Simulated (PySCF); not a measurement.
**Cs₂: frontier orbitals**

PBE at R = 4.764 Å; PySCF, scalar-relativistic core potentials, basis sets Cs def2-TZVPP with ECP46. State: ¹Σg⁺ (singlet), closed shell. Only the outer orbitals are listed.

| orbital | occ. | ε (eV) | main shells (%) |
| --- | --- | --- | --- |
| σg | 2 | -13.34 | 100 p |
| πu | 2 | -13.33 | 100 p |
| πu | 2 | -13.33 | 100 p |
| πg | 2 | -13.31 | 100 p |
| πg | 2 | -13.31 | 100 p |
| σu | 2 | -13.23 | 100 p |
| σg | 2 | -2.30 | 94 s |
| σu | 0 | -1.52 | 86 s, 15 p |
| πu | 0 | -0.90 | 72 p, 28 d |
| πu | 0 | -0.90 | 72 p, 28 d |

Task: Which are the highest filled and the lowest empty level, where do they sit, and how wide is the gap?

Result: Highest filled σg at -2.30 eV (in %: 94 s); lowest empty σu at -1.52 eV (in %: 86 s, 15 p); the gap at PBE is 0.78 eV.

The bond order (Mayer) is 0.99, the ⟨S²⟩ is 0.000 and the polarisability along the bond is 1013.6 bohr³. The polarisability across the bond is 523.7 bohr³.

Closed-shell solutions of metal pairs were not tested for spin polarisation, which can lower them a little. Spin–orbit coupling is left out.
